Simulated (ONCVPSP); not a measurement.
# Configuration tests for S (Z = 16) (ONCV)

| Quantity | Value |
| --- | --- |
| Element | S |
| Generator | ONCVPSP 4.0.1 |
| Type | optimised norm-conserving Vanderbilt (ONCV) |
| Functional | LDA (Perdew-Wang 92) |
| Relativity | scalar-relativistic |
| Frozen core | [Ne] |
| Valence charge | 6 |
| Reference configuration | 3s1 3p5 |
| Partial waves | 3s: rc 1.50 bohr, ncon 4, nbas 8, qcut 4.3 1/bohr, 2 projectors, debl 3.3 Ha; 3p: rc 1.15 bohr, ncon 3, nbas 8, qcut 7.8 1/bohr, 1 projector; d scattering state at 0.44 Ha: rc 1.20 bohr, ncon 3, nbas 6, qcut 7.9 1/bohr, 2 projectors, debl 3.9 Ha |
| Local potential | polynomial inside 1.00 bohr (lpopt 5, dvloc0 0 Ha) |
| Core correction | none |

Energies are relative to the spin-unpolarised reference configuration 3s1 3p5; without spin polarisation the order of configurations can differ from experiment.

| valence configuration | charge | ΔE all-electron (eV) | error AE − PS (meV) |
| --- | --- | --- | --- |
| 3s2 3p3 | +1 | 1.616 | -1.8 |
| 3s2 3p2 | +2 | 23.986 | +19 |
| 3s2 3p1 | +3 | 58.141 | +98 |

Question: What are ΔE and the potential's error for 3s2 3p4?

Answer: ΔE = -10.242 eV all-electron; the error (AE − PS) is -0.3 meV.

Levels in the configuration 3s2 3p1:

| level | all-electron (eV) | pseudo (eV) |
| --- | --- | --- |
| 3s | -52.283 | -52.134 |
| 3p | -40.414 | -40.288 |
